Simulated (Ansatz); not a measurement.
Isolated molecules relaxed with PBE0-D4/def2-TZVP in Ansatz; ΔE leaves out vibrations. CBS: MP2 limit from def2 TZ/QZ plus the TZ coupled-cluster correction, frozen cores. Functionals use def2-TZVPP. B3LYP here is the variant with VWN-RPA as its local correlation; programs differ in this. One conformer a species, not always the lowest.

Consider the redistribution: `CCBBO` + `FCN[SiH3]` → `CCBN[SiH3]` + `OBCF`.

`CCBBO`:

Z-matrix (Å, degrees):
```
C
C 1 1.523
H 1 1.093 2 112.3
H 1 1.093 2 111.2 3 -120.5
H 1 1.093 2 111.2 3 120.3
B 2 1.561 1 118.5 3 177.3
H 2 1.104 1 110.4 3 57.6
H 2 1.099 1 111.2 3 -55.4
B 6 1.683 2 125.2 1 -11.1
H 6 1.207 2 115.8 1 174.6
O 9 1.360 6 128.3 2 94.9
H 9 1.210 6 118.2 2 -85.6
H 11 0.960 9 114.1 6 -0.3
```

`FCN[SiH3]`:

Cartesian coordinates in Å:
```
F -1.628 -1.363 0.354
C -0.229 -1.294 0.385
N 0.248 0.008 0.612
Si 0.277 1.236 -0.611
H 0.087 -1.976 1.177
H 0.114 -1.658 -0.587
H 0.190 0.298 1.576
H 1.237 2.280 -0.171
H 0.736 0.576 -1.860
H -1.032 1.892 -0.875
```

`CCBN[SiH3]`:

Z-matrix (Å, degrees):
```
C
C 1 1.529
H 1 1.093 2 111.4
H 1 1.093 2 111.9 3 120.2
H 1 1.093 2 111.0 3 -119.4
B 2 1.571 1 113.5 3 63.5
H 2 1.097 1 110.2 3 -62.7
H 2 1.100 1 108.6 3 -177.9
N 6 1.406 2 122.7 1 -132.9
H 6 1.204 2 120.1 1 47.5
Si 9 1.740 6 127.0 2 -179.0
H 9 1.012 6 116.2 2 0.9
H 11 1.488 9 110.7 6 119.5
H 11 1.480 9 107.9 6 -1.0
H 11 1.488 9 110.5 6 -121.5
```

`OBCF`:

```xyz
8

O    -1.260   -0.959   -0.295
B    -0.571    0.089    0.210
C     0.958    0.167   -0.145
F     1.580    1.276    0.413
H    -2.188   -0.962   -0.050
H    -1.108    0.916    0.895
H     1.104    0.205   -1.233
H     1.485   -0.731    0.205
```

(1) Is it downhill or uphill in electronic energy at CCSD(T)/CBS, and by how much? (Estimate.)

(2) What do these levels give: r2SCAN-D4, PBE0-D4, PBE0, B3LYP, MP2/CBS(def2), CCSD/CBS(def2)? (Best estimate.)

Largest T1 diagnostic among the species: 0.012.

## Answers

(1) The calculation gave: Downhill: ΔE = -47.1 kcal/mol.

(2) Computed: r2SCAN-D4 -45.9, PBE0-D4 -45.3, PBE0 -45.4, B3LYP -46.4, MP2/CBS(def2) -48.4, CCSD/CBS(def2) -47.2 kcal/mol.

From PBE to PBE0 (25 % exact exchange), in def2-TZVPP and without D4, ΔE moves by −1.2 kcal/mol.
